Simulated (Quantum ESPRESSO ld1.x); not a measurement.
Q: Radial electron density D(r) = 4 pi r^2 rho(r) of an atom or ion with 21 electrons. Method: non-relativistic Kohn-Sham, revPBE, spin-unpolarised, spherical densities, point nucleus; computed with ld1.x of Quantum ESPRESSO 7.5.

r (bohr)  D(r) (e/bohr)
0.008888          4.797
0.01157           7.228
0.01519           10.63
0.01994           14.88
0.02617           19.54
0.03435           23.67
0.04509           25.90
0.05919           25.24
0.07769           22.25
0.102             19.66
0.1338            20.73
0.1743            25.13
0.2288            28.00
0.3003            23.76
0.3941            14.37
0.5173            8.215
0.6791            8.734
0.8913            10.09
1.17              7.494
1.536             3.466
2.016             1.376
2.646            0.9157
3.445            0.6781
4.522            0.3029
5.936           0.07351
7.791          0.008808
10.23         0.0004006

What is the nuclear charge?

A: Z = 22. The innermost maximum, from 1s, lies near 1/Z = 0.0455 bohr (found: 0.0488), and its height grows with Z. The density is that of the titanium ion Ti+ in [Ar] 3d1 4s1 4p1; the configuration itself is not fixed sharply by these data, and Z only to about a unit. D(r) has 3 maxima, at r = 0.0488, 0.227, 0.863 bohr, and minima at 0.110, 0.569 bohr, inside which lie 2.14, 10.41 electrons.
